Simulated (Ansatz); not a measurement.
Reactions of C2H7GeNO (`C[C](=N)[GeH2][OH]`).

Program: Ansatz. Geometries: PBE0-D4/def2-TZVP. ΔE: electronic, gas phase. CCSD(T)/CBS is the MP2 limit (def2-TZVPP, def2-QZVPP) plus CCSD(T) − MP2 in def2-TZVPP, frozen cores. This one scheme is used for every species, atoms too. DFT in def2-TZVPP. B3LYP here is the variant with VWN-RPA as its local correlation; programs differ in this. No spin–orbit coupling; open shells (•) take unrestricted orbitals. Spin–orbit coupling would lower the free atoms: a little for C, O; clearly for Ge. Elements past krypton have def2 core potentials. Bonds to Br, Ge, I are less sure, by a few kJ/mol each and by 10 to 20 or more in all where they break to atoms, as the def2 sets lack core-valence functions. Scalar relativity is left out up to krypton. Each species was taken in one conformer, which may not be the lowest.

```tsv
reaction	MP2/CBS(def2) (kcal/mol)	B3LYP-D4 (kcal/mol)	PBE-D4 (kcal/mol)	CCSD(T)/CBS(def2) (kcal/mol)
`C[C](=N)[GeH2][OH]` + H₂O → `[OH][GeH2][OH]` + `CC=N`	-10.3	-11.6	-9.7	-10.6
`C[C](=N)[GeH2][OH]` → 2 C• + Ge• + 7 H• + N• + O•	1058.8	1041.8	1065.3	1044.5
`C[C](=N)[GeH2][OH]` + `ClBBr` → `[OH][GeH2][Br]` + `CC(=N)BCl`	-4.9	-7.0	-5.0	-5.6
`C[C](=N)[GeH2][OH]` + H₂ → `[OH][GeH3]` + `CC=N`	-4.2	-6.6	-5.1	-5.8
`C[C](=N)[GeH2][OH]` + `B[SiH](F)OC` → `[BH2][GeH2][C](C)=N` + `CO[SiH](O)F`	-27.9	-26.1	-25.6	-27.4
`C[C](=N)[GeH2][OH]` + BH₃ → `[BH2][GeH2][C](C)=N` + H₂O	8.0	8.6	4.4	6.9
`C[C](=N)[GeH2][OH]` → `C=C(N)[O][GeH3]`	11.4	8.0	8.6	11.0
`C[C](=N)[GeH2][OH]` + H₂ → `C[C](=N)[GeH3]` + H₂O	3.1	2.7	2.2	1.8
`C[C](=N)[GeH2][OH]` + `C1O[SiH2]O1` → `C[C](=N)[GeH3]` + `O[SiH]1OCO1`	-25.5	-25.2	-24.9	-25.6
`C[C](=N)[GeH2][OH]` + HI → `[OH][GeH2][I]` + `CC=N`	-25.2	-24.3	-23.6	-23.7
```

Largest T1 diagnostic: 0.014, for `[BH2][GeH2][C](C)=N`.
